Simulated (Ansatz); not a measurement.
`C=[C](F)[InH][CH3]` + HCl → `[CH3][InH][Cl]` + `C=CF` at 600 K and 1 bar (ligand exchange at the In–C bond).

Isolated molecules relaxed with PBE0-D4/def2-TZVP in Ansatz; ΔE leaves out vibrations. CCSD(T)/CBS is the MP2 limit (def2-TZVPP, def2-QZVPP) plus CCSD(T) − MP2 in def2-TZVPP, frozen cores. This one scheme is used for every species. def2 core potentials past Kr. For In outer-core shells are correlated without core-valence functions, which leaves a few kJ/mol of doubt a bond. One conformer a species, not always the lowest.

```tsv
species	CCSD(T)/CBS energy (Eh)	H − E (kJ/mol)	S (J/(mol·K))
`C=[C](F)[InH][CH3]`	-407.31865	264.2	492.7
HCl	-460.38127	35.4	207.2
`[CH3][InH][Cl]`	-690.09240	158.2	406.9
`C=CF`	-177.66469	146.9	296.5
```

H − E and S are ideal-gas, rigid-rotor, harmonic terms from PBE0-D4/def2-TZVP, for one conformer and one mirror image of each species. 1 Eh = 2625.50 kJ/mol, R = 8.31446 J/(mol·K).

Problem. By hand: ΔE, ΔH, ΔS and ΔG.

Solution. ΔE = (-690.09240) + (-177.66469) − (-407.31865) − (-460.38127) = -0.05717 Eh = -150.1 kJ/mol. Δ(H − E) = 158.2 + 146.9 − 264.2 − 35.4 = 5.5, so ΔH = -144.6 kJ/mol. ΔS = 406.9 + 296.5 − 492.7 − 207.2 = 3.5 J/(mol·K). ΔG = -144.6 − 600 × (3.5)/1000 = -146.7 kJ/mol.

Problem. By hand: the equilibrium constant, and the temperature at which ΔG would vanish if ΔH and ΔS stayed fixed.

Solution. log₁₀ K = −ΔG/(RT ln 10) = 12.8. ΔH and −TΔS have one sign here, so there is no such temperature. One of them is within its doubt of zero, so this could turn.

The number of gas molecules stays the same, so ΔS is small and ΔH decides. A doubt of 5 kJ/mol in ΔE shifts log₁₀ K by 0.4 here. Other conformers and mirror images would add mixing entropy, several J/(mol·K) or more a flexible species. Modes under 60 cm⁻¹, often nearly free rotors, make the harmonic entropy too high. These are equilibria of isolated gas molecules and say nothing of rates. Largest T1 diagnostic: 0.013 (customary marks: 0.02 for closed shells, 0.045 for open ones).
